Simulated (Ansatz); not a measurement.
Isolated molecules relaxed with PBE0-D4/def2-TZVP in Ansatz; ΔE leaves out vibrations. CCSD(T)/CBS adds triple-zeta CCSD(T) − MP2 to the extrapolated MP2 energy (def2 sets, frozen cores). Functionals use def2-TZVPP. Each species was taken in one conformer, which may not be the lowest.

Consider the ligand exchange at the Si–N bond: `CN([SiH3])C=O` + `[NH2][Al]([OH])[SH]` → `[NH2][Al]([SH])[O][SiH3]` + `CNC=O`.

| level | ΔE (kJ/mol) | difference from CCSD(T)/CBS |
| --- | --- | --- |
| r2SCANh-D4 | -73.8 | -4.8 |
| ωB97M-V | -70.9 | -1.9 |
| BLYP | -75.7 | -6.7 |
| r2SCAN | -73.1 | -4.1 |
| PBE0 | -71.5 | -2.5 |
| HF/def2-SVP | -91.3 | -22.3 |
| CCSD/def2-SVP | -74.1 | -5.1 |
| CCSD(T)/def2-SVP | -71.4 | -2.4 |
| MP2/def2-QZVPP | -68.0 | 1.0 |
| MP2/CBS(def2) | -67.5 | 1.5 |
| CCSD(T)/CBS | -69.0 | 0 |

Largest T1 diagnostic among the species: 0.015.

From PBE to PBE0 (25 % exact exchange), in def2-TZVPP and without D4, ΔE moves by −4.4 kJ/mol. In def2-TZVPP, CCSD(T) changes the Hartree–Fock value by +23.6 kJ/mol (the triples alone add +3.7 kJ/mol) and MP2 by +25.1 kJ/mol. The D4 term adds +3.9 kJ/mol with B3LYP and +1.8 kJ/mol with PBE0; it sums over pairs of atoms, weighted by their polarisabilities, and B3LYP, whose exchange is more repulsive, gets the larger term.

CCSD(T)/CBS has its own doubt, a few kJ/mol and more with outer-core shells, so smaller differences from it don't rank the levels.

B3LYP here is the variant with VWN-RPA as its local correlation; programs differ in this.
